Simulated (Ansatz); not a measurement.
Consider the formal exchange of groups at the Al–F bond: `C[SiH2][Al]([F])[Cl]` + CH₄ → `C[SiH2][Al]([CH3])[Cl]` + H–F.

Isolated molecules relaxed with PBE0-D4/def2-TZVP in Ansatz; ΔE leaves out vibrations. CCSD(T)/CBS adds triple-zeta CCSD(T) − MP2 to the extrapolated MP2 energy (def2 sets, frozen cores). This one scheme is used for every species. DFT in def2-TZVPP. B3LYP here is the variant with VWN-RPA as its local correlation; programs differ in this. Each species was taken in one conformer, which may not be the lowest.

CCSD(T)/CBS gives +191.5 kJ/mol.

(1) Another level gave +211.4 kJ/mol. Which?
A. B3LYP/def2-TZVPP
B. B3LYP-D4/def2-TZVPP
C. HF/def2-TZVPP
D. CCSD(T)/def2-TZVPP

Largest T1 diagnostic among the species: 0.012.

## Answers

(1) C. HF/def2-TZVPP 211.4, CCSD(T)/def2-TZVPP 191.9, B3LYP-D4 198.2, B3LYP 203.9 kJ/mol.

The D4 term adds −5.8 kJ/mol with B3LYP and −3.4 kJ/mol with PBE0; it sums over pairs of atoms, weighted by their polarisabilities, and B3LYP, whose exchange is more repulsive, gets the larger term. In def2-TZVPP, CCSD(T) changes the Hartree–Fock value by −19.5 kJ/mol (the triples alone add −2.6 kJ/mol) and MP2 by −18.5 kJ/mol.
